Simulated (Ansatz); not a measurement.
One change: `C[N](C)[AlH][OH]` becomes `C[N](C)[K]`.

Ansatz, PBE0-D4/def2-TZVP geometries, multiplicity 1. Each molecule was computed in one conformer, which needn't be the lowest.

Scalar relativity is left out up to krypton.

```csv
property,`C[N](C)[AlH][OH]`
LUMO energy (PBE/def2-TZVPP) / eV,-0.69
HOMO–LUMO gap (B3LYP/def2-TZVPP) / eV,6.04
HOMO–LUMO gap (ωB97M-V/def2-TZVPP) / eV,10.28
size of the dipole moment (ωB97M-V/def2-TZVPP) / D,2.01
LUMO energy (PBE0/def2-TZVPP) / eV,0.07
HOMO energy (B3LYP/def2-TZVPP) / eV,-6.19
```

Give the same properties after the change, and the shifts. (An estimate is asked.)

Computed: 
| property | `C[N](C)[K]` | shift |
| --- | --- | --- |
| LUMO energy (PBE/def2-TZVPP) / eV | -1.67 | -0.98 |
| HOMO–LUMO gap (B3LYP/def2-TZVPP) / eV | 1.59 | -4.45 |
| HOMO–LUMO gap (ωB97M-V/def2-TZVPP) / eV | 4.76 | -5.52 |
| size of the dipole moment (ωB97M-V/def2-TZVPP) / D | 9.02 | 7.01 |
| LUMO energy (PBE0/def2-TZVPP) / eV | -1.14 | -1.21 |
| HOMO energy (B3LYP/def2-TZVPP) / eV | -3.01 | 3.18 |

With PBE0 the HOMO rises by 3.24 eV and the LUMO falls by 1.21 eV, so the gap narrows by about 4.45 eV. PBE moves the HOMO by 3.05 eV and ωB97M-V by 3.30 eV. Dipoles are sizes alone; their direction can turn.

Positive LUMOs are unbound, so they and the gaps depend on the basis.

B3LYP here is the variant with VWN-RPA as its local correlation; programs differ in this.
